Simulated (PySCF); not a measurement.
**Electron correlation in Ge⁺ (germanium, charge +1)**

[Ar] 3d10 4s2 4p1, 2P determinant. Calculation: PySCF 2.14, in aug-cc-pVDZ-DK (6s5p3d, 36 functions); the spin-free X2C one-electron Hamiltonian (Gaussian nucleus). Frozen: [Ar] 3d10; 3 electrons correlated.

MP2 pair energies summed by pair of shells (mhartree):

```csv
pair,energy,share (%)
4s-4s,-18.48,59.3
4s-4p,-12.70,40.7
```

Total MP2 correlation energy: -31.18 mhartree.

Same-spin part -2.12 and opposite-spin part -29.07 mhartree; SCS-MP2 scales them by 1/3 and 6/5 to -35.58 mhartree.
